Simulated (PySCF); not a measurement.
## Computed properties of GeSe, SMILES [Ge]=[Se]

GeSe, SMILES [Ge]=[Se] (connectivity only; charge and spin as stated), neutral, multiplicity 1. Geometry: B3LYP-D3(BJ)/def2-TZVP. The values are those of a single conformer. All values are computed for the isolated molecule unless a solvent is named; none is compared with measurement here.

**Structure.** The optimised structure has C∞v symmetry. All 1 harmonic modes at B3LYP-D3(BJ)/def2-TZVP (PySCF) are real, so it is a minimum.

**Vibrations.** The strongest infrared lines (harmonic, unscaled, degenerate partners summed) lie at 405 cm⁻¹ (19 km/mol, Ge 52 %, Se 48 %). The softest mode is at 405 cm⁻¹ and the zero-point energy is 0.6 kcal/mol.

**Electronic structure.** M06-2X/def2-TZVPD (PySCF) places the frontier levels at -8.51 and -1.71 eV, a gap of 6.80 eV, and gives a dipole moment of 2.24 D and a mean polarisability of 62.0 bohr³. PBE/def2-TZVPD (PySCF) at the same geometry gives -6.61 and -3.23 eV, so its gap is 3.42 eV narrower. An orbital gap is neither the optical nor the fundamental gap.

**Excitations.** TDDFT-PBE0/def2-TZVPD (PySCF) has S1 at 3.39 eV (366 nm, f = 0.000, dark); the most intense of the 10 singlets computed lies at 7.16 eV (f = 0.30). Strengths of degenerate partners are summed. T1 (TDA) is at 2.63 eV. TDDFT-PBE/def2-TZVPD (PySCF) puts S1 at 3.38 eV. No vertical singlet excitation falls in the visible range (under 3.1 eV).
